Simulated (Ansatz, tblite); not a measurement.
(CdS)n off: gap (eV) at several levels, gas phase, relaxed structures; Ansatz, xTB through tblite. Clusters are the lowest isomers that short searches found in that spin, judged at the geometry's level. Core potentials for Cd in the def2 sets, no spin–orbit coupling. The structures are stationary points that may keep the symmetry of their start.

| species | state | geometry | GFN1-xTB | GFN2-xTB | PBE-D4/def2-SVP | PBE-D4/def2-TZVP | PBE0-D4/def2-SVP | PBE0-D4/def2-TZVP |
| --- | --- | --- | --- | --- | --- | --- | --- | --- |
| Cd3S4 | singlet | PBE-D4/def2-SVP | 2.43 | 1.92 | 2.43 | 2.45 | 4.18 | 4.21 |
| Cd6S5 | singlet | PBE-D4/def2-SVP | 1.36 | 1.26 | 0.94 | 0.95 | 1.67 | 1.68 |

**Question.** Estimate the rows for Cd4S5 (singlet, PBE-D4/def2-SVP geometry).

**Answer.** 
```csv
species,state,geometry,GFN1-xTB,GFN2-xTB,PBE-D4/def2-SVP,PBE-D4/def2-TZVP,PBE0-D4/def2-SVP,PBE0-D4/def2-TZVP
Cd4S5,singlet,PBE-D4/def2-SVP,2.12,1.67,1.25,1.31,2.92,2.98
```

Over the 3 species that have every level, the mean is 1.97 at GFN1-xTB, 1.62 at GFN2-xTB, 1.54 at PBE-D4/def2-SVP, 1.57 at PBE-D4/def2-TZVP, 2.93 at PBE0-D4/def2-SVP, 2.95 at PBE0-D4/def2-TZVP. Orbital gaps grow with the share of exact exchange and aren't one observable across functionals.
